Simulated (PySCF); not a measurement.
**Deuteron quadrupole couplings in `C[Si@@H]([SiH3])[Si@H]([SiH3])C[SiH3]`**

C₂H₁₆Si₅.
Numbering: `[CH3:1][Si@@H:2]([SiH3:3])[Si@H:4]([SiH3:5])[CH2:6][SiH3:7]` (hydrogens: H8, H9, H10 on C1; H11 on Si2; H12, H13, H14 on Si3; H15 on Si4; H16, H17, H18 on Si5; H19, H20 on C6; H21, H22, H23 on Si7)

Cartesian coordinates in Å at the GFN2-xTB level; atoms count from 1:
```xyz
23
C2H16Si5 angstrom
C      2.416   -0.701    1.527
Si     1.081    0.508    0.891
Si     1.945    1.707   -0.903
Si    -0.826   -0.772    0.436
Si    -0.432   -2.901   -0.418
C     -1.891    0.198   -0.830
Si    -2.609    1.849   -0.238
H      2.087   -1.216    2.425
H      3.342   -0.186    1.768
H      2.649   -1.459    0.783
H      0.853    1.433    2.026
H      0.955    2.640   -1.448
H      2.316    0.816   -2.009
H      3.143    2.503   -0.619
H     -1.695   -0.904    1.631
H     -1.331   -3.288   -1.509
H      0.925   -3.009   -0.969
H     -0.538   -3.962    0.588
H     -1.290    0.378   -1.723
H     -2.715   -0.440   -1.152
H     -3.472    1.622    0.922
H     -1.512    2.748    0.136
H     -3.404    2.464   -1.305
```

Level: PBE0/pcSseg-1 (PySCF, non-relativistic); Q(2H) = 0.00286 b; rigid geometry, the same for H and D, with no vibrational averaging.

Question: Rank these positions by the coupling χzz of a deuteron there, largest first.
A. H8 (methyl hydrogen)
B. H19 (methylene hydrogen)
C. H15 (Si–H hydrogen)
D. H18 (Si–H hydrogen)

Answer: A (218 kHz), B (213 kHz), D (110 kHz), C (103 kHz).

Q: What are Vzz, η and χzz (234.96 MHz × Q × Vzz) at all hydrogens?

A: 
```json
{"atom": "H8", "bonded to": "C1", "bond length (Å)": "1.086", "Vzz (au)": "0.3249", "η": "0.01", "χzz (kHz)": "218"}
{"atom": "H9", "bonded to": "C1", "bond length (Å)": "1.086", "Vzz (au)": "0.3250", "η": "0.01", "χzz (kHz)": "218"}
{"atom": "H10", "bonded to": "C1", "bond length (Å)": "1.087", "Vzz (au)": "0.3222", "η": "0.01", "χzz (kHz)": "217"}
{"atom": "H11", "bonded to": "Si2", "bond length (Å)": "1.482", "Vzz (au)": "0.1538", "η": "0.01", "χzz (kHz)": "103"}
{"atom": "H12", "bonded to": "Si3", "bond length (Å)": "1.466", "Vzz (au)": "0.1637", "η": "0.01", "χzz (kHz)": "110"}
{"atom": "H13", "bonded to": "Si3", "bond length (Å)": "1.468", "Vzz (au)": "0.1621", "η": "0.01", "χzz (kHz)": "109"}
{"atom": "H14", "bonded to": "Si3", "bond length (Å)": "1.467", "Vzz (au)": "0.1633", "η": "0.00", "χzz (kHz)": "110"}
{"atom": "H15", "bonded to": "Si4", "bond length (Å)": "1.483", "Vzz (au)": "0.1526", "η": "0.02", "χzz (kHz)": "103"}
{"atom": "H16", "bonded to": "Si5", "bond length (Å)": "1.466", "Vzz (au)": "0.1636", "η": "0.00", "χzz (kHz)": "110"}
{"atom": "H17", "bonded to": "Si5", "bond length (Å)": "1.468", "Vzz (au)": "0.1622", "η": "0.00", "χzz (kHz)": "109"}
{"atom": "H18", "bonded to": "Si5", "bond length (Å)": "1.465", "Vzz (au)": "0.1644", "η": "0.01", "χzz (kHz)": "110"}
{"atom": "H19", "bonded to": "C6", "bond length (Å)": "1.092", "Vzz (au)": "0.3169", "η": "0.00", "χzz (kHz)": "213"}
{"atom": "H20", "bonded to": "C6", "bond length (Å)": "1.091", "Vzz (au)": "0.3184", "η": "0.00", "χzz (kHz)": "214"}
{"atom": "H21", "bonded to": "Si7", "bond length (Å)": "1.464", "Vzz (au)": "0.1630", "η": "0.01", "χzz (kHz)": "110"}
{"atom": "H22", "bonded to": "Si7", "bond length (Å)": "1.466", "Vzz (au)": "0.1611", "η": "0.03", "χzz (kHz)": "108"}
{"atom": "H23", "bonded to": "Si7", "bond length (Å)": "1.466", "Vzz (au)": "0.1611", "η": "0.01", "χzz (kHz)": "108"}
```

Q: Average by the element that carries the hydrogen.

A: on C: 216 kHz over 5 positions, mean bond length 1.088 Å; on Si: 108 kHz over 11 positions, mean bond length 1.469 Å.

Q: How does χzz go with the bond length over the 11 Si–H bonds?

A: A straight-line fit has a slope of -3.9 kHz for each 0.01 Å, with a correlation coefficient of -0.97, over lengths from 1.464 to 1.483 Å. The longer bonds have the smaller couplings here.

Q: Give the 2H NMR doublet splittings at H20 for a magnetic field along the z, y and x axes of the gradient: 3χ/2, 3χ(1 + η)/4, 3χ(1 − η)/4.

A: With |χ| = 214.0 kHz and η = 0.003: 321, 161 and 160 kHz, to first order and without motion.

The structure is a single GFN2-xTB conformer in the gas phase; no vibrational or solvent corrections. GFN2-xTB frequencies show an imaginary mode (37i cm⁻¹), so this geometry is no minimum at that level. GFN2-xTB bond lengths can be off by several hundredths of an ångström, more for odd bonds, and the gradients follow them. These gradients aren't converged with respect to the basis.
